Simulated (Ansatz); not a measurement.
cyclo-(Me2SnS)3 (C₆H₁₈S₃Sn₃), relaxed as a singlet with RKS PBE-D4/def2-SVP in Ansatz, starting from the GFN2-xTB geometry. Force threshold 0.03 eV/Å.

In the def2 sets Sn takes a core potential; there is no spin–orbit coupling.

Start:

| atom | x (Å) | y (Å) | z (Å) |
| --- | --- | --- | --- |
| Sn1 | 0.0199 | -0.5282 | -2.3404 |
| C2 | -2.1585 | -0.9086 | -2.2485 |
| C3 | 0.9738 | -0.6361 | -4.3155 |
| S4 | 1.1186 | -2.2218 | -0.9930 |
| Sn5 | 0.7136 | -1.6853 | 1.3387 |
| C6 | 2.5573 | -0.7061 | 2.0722 |
| C7 | 0.0234 | -3.5224 | 2.3293 |
| S8 | -1.1749 | -0.1815 | 1.5985 |
| Sn9 | -0.5389 | 1.9653 | 0.6552 |
| C10 | -2.4537 | 3.0184 | 0.3871 |
| C11 | 0.9536 | 2.9155 | 1.9821 |
| S12 | 0.5228 | 1.7015 | -1.5149 |
| H13 | -2.6773 | -0.1910 | -2.8744 |
| H14 | -2.4972 | -0.8196 | -1.2197 |
| H15 | -2.3406 | -1.9160 | -2.6059 |
| H16 | 1.0900 | 0.3637 | -4.7121 |
| H17 | 0.3452 | -1.2211 | -4.9732 |
| H18 | 1.9422 | -1.1107 | -4.2213 |
| H19 | 2.4415 | -0.4529 | 3.1206 |
| H20 | 2.7388 | 0.1930 | 1.4886 |
| H21 | 3.3845 | -1.3955 | 1.9446 |
| H22 | 0.8812 | -4.0759 | 2.6870 |
| H23 | -0.6148 | -3.2503 | 3.1607 |
| H24 | -0.5321 | -4.1275 | 1.6219 |
| H25 | -2.2604 | 3.9734 | -0.0860 |
| H26 | -3.1198 | 2.4273 | -0.2329 |
| H27 | -2.9017 | 3.1728 | 1.3607 |
| H28 | 1.0485 | 2.3285 | 2.8896 |
| H29 | 0.6049 | 3.9114 | 2.2274 |
| H30 | 1.9100 | 2.9798 | 1.4736 |

Question: Estimate the energy that the relaxation releases and the steps that it takes.

Answer: 0.38 eV, in 22 steps; 80 s on 2 threads of AMD EPYC 7R13 on a shared host and a share (18 GiB) of an NVIDIA H100 80GB HBM3. The force fell under the threshold at step 11, but the optimiser went on and released 0.007 eV more. No frequencies were taken in this run, so the end may be a saddle point.

Question: Does the start keep its bonding and symmetry?

Answer: By distances, no bond broke or formed. The bond that changes most is Sn1–C2, from 2.21 to 2.17 Å (atoms count from 1).

Question: Predict the relaxed structure.

Answer: 
```xyz
30

Sn    0.008   -0.567   -2.225
C    -2.157   -0.451   -2.203
C     0.904   -0.663   -4.195
S     0.761   -2.588   -1.052
Sn    0.670   -1.778    1.263
C     2.468   -0.662    1.733
C     0.322   -3.529    2.490
S    -1.327   -0.370    1.576
Sn   -0.519    1.785    0.722
C    -2.304    2.848    0.103
C     0.669    2.809    2.222
S     0.996    1.431   -1.177
H    -2.481    0.510   -2.647
H    -2.490   -0.530   -1.152
H    -2.564   -1.295   -2.792
H     0.589    0.216   -4.788
H     0.580   -1.593   -4.700
H     2.005   -0.666   -4.087
H     2.348   -0.163    2.714
H     2.620    0.086    0.932
H     3.326   -1.361    1.767
H     1.147   -4.252    2.340
H     0.274   -3.229    3.554
H    -0.636   -3.992    2.188
H    -2.013    3.806   -0.369
H    -2.857    2.226   -0.625
H    -2.943    3.043    0.986
H     0.260    2.572    3.222
H     0.631    3.902    2.049
H     1.714    2.456    2.151
```
Bond lengths (bridged metal pairs left out): 6 × S–Sn 2.45 to 2.46 Å; 6 × C–Sn 2.17 Å; 18 × C–H 1.11 Å.
